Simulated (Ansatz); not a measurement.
Species: WF (charge 0, sextet). The spin state was set by rule; other spins were not relaxed. SMILES: [F][W]
Geometry from a B3LYP-D3(BJ)/def2-TZVP (Ansatz, a program for electronic structure) optimisation:
```
W
F 1 1.9052
```
Charge 0, spin multiplicity 6.

Wanted: vertical ionisation energy (to the quintet state of charge +1; each state is the SCF solution reached for its spin), in eV. Correlated levels leave the core frozen unless marked. Open shells are spin-unrestricted. No spin-orbit coupling. The frozen core is the preceding noble-gas configuration, with the filled d and f shells of earlier blocks. In def2 rows, elements after Kr have scalar-relativistic effective core potentials. Basis-set limits of correlation are two-point, X^-3; Hartree-Fock from the larger set.

```json
[
 {"level": "SVWN5/def2-TZVPD", "program": "Ansatz", "vertical ionisation energy (eV)": "(withheld)"},
 {"level": "PBE/def2-TZVPD", "program": "Ansatz", "vertical ionisation energy (eV)": "(withheld)"},
 {"level": "B3LYP/def2-TZVPD", "program": "Ansatz", "vertical ionisation energy (eV)": "8.33"},
 {"level": "BHLYP/def2-TZVPD", "program": "Ansatz", "vertical ionisation energy (eV)": "8.24"},
 {"level": "CAM-B3LYP/def2-TZVPD", "program": "Ansatz", "vertical ionisation energy (eV)": "8.31"},
 {"level": "wB97M-V/def2-TZVPD", "program": "Ansatz", "vertical ionisation energy (eV)": "(withheld)"},
 {"level": "CCSD/def2-QZVPPD", "program": "Ansatz", "vertical ionisation energy (eV)": "(withheld)"},
 {"level": "CCSD(T)/CBS(def2-TZVPPD,def2-QZVPPD)", "program": "Ansatz", "vertical ionisation energy (eV)": "8.24"}
]
```

Question: What belongs in the gaps?

Answer: 
- SVWN5/def2-TZVPD, vertical ionisation energy (eV): 8.51
- PBE/def2-TZVPD, vertical ionisation energy (eV): 8.32
- wB97M-V/def2-TZVPD, vertical ionisation energy (eV): 8.27
- CCSD/def2-QZVPPD, vertical ionisation energy (eV): 8.26
